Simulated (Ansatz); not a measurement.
`O[Si@H](F)C[Si@@H](O)Cl` at its PBE0-D4/def2-TZVP geometry, where that method's forces vanish. The species carries charge 0 and has multiplicity 1.

```xyz
13

O     1.1060   -1.5666   -0.3996
Si   -0.3312   -1.4058    0.3890
F    -1.2952   -2.6016   -0.0455
C    -1.0071    0.2176   -0.1550
Si    0.1343    1.6821    0.0554
O     1.6897    1.2507   -0.1697
Cl   -0.4065    3.1211   -1.3114
H     1.6242   -2.3617   -0.2645
H    -0.1500   -1.5477    1.8514
H    -1.2413    0.1301   -1.2229
H    -1.9501    0.4228    0.3621
H    -0.0043    2.3136    1.3836
H     1.8317    0.3453   -0.4730
```

Question: What forces (eV/Å) does r2SCAN-D4/def2-TZVPP give on these atoms in Ansatz 0.2.0? (An estimate is asked.)

Answer: Computed: 
```
O1   0.034  0.021 -0.039
Si2 -0.010  0.045  0.072
F3  -0.036 -0.040 -0.018
C4   0.002 -0.015  0.034
Si5 -0.049 -0.018  0.065
O6   0.059 -0.009 -0.007
Cl7 -0.013  0.063 -0.047
H8   0.015 -0.026  0.002
H9  -0.007  0.013 -0.024
H10 -0.009 -0.004  0.006
H11 -0.005 -0.005 -0.024
H12  0.005 -0.018 -0.020
H13  0.013 -0.007  0.000
```
